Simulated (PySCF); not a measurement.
What does the PBE0-D3(BJ)/def2-SVP structure of BiMe3, `[Bi]([CH3])([CH3])[CH3]` look like in three dimensions?

```xyz
13
C3H9Bi angstrom
Bi     0.0265   -0.0046    1.2928
C      1.9064   -0.0184    0.0129
H      2.5461    0.8320    0.2874
H      1.6224    0.0577   -1.0456
H      2.4569   -0.9546    0.1825
C     -0.9345    1.6467    0.0605
H     -0.8239    1.4115   -1.0072
H     -0.4429    2.6048    0.2813
H     -2.0018    1.7207    0.3135
C     -0.9609   -1.6403    0.0590
H     -2.0442   -1.6317    0.2458
H     -0.5520   -2.6193    0.3464
H     -0.7675   -1.4566   -1.0069
```

Any rigid rotation of these coordinates is as good. Atoms count from 1 in this order. All 3 Bi–C bonds measure 2.273 to 2.274 Å. Bi1 (bismuth bonded to 3 C) is pyramidal (angles 92.8°, 92.8° and 92.6°, sum 278.2°, 1.25 Å off the plane of its three neighbours).

Bonds between heavy atoms (Å): Bi1–C2 2.274, Bi1–C6 2.273, Bi1–C10 2.274.

Level of theory: PBE0-D3(BJ)/def2-SVP geometry optimisation, gas phase, def2 core potentials past Kr in PySCF 2.14.0.

Point group: near C3v, missed by 0.18 Å at most; the miss may be what the optimiser left on a soft mode. PBE0-D3(BJ)/def2-SVP frequencies: not computed here.
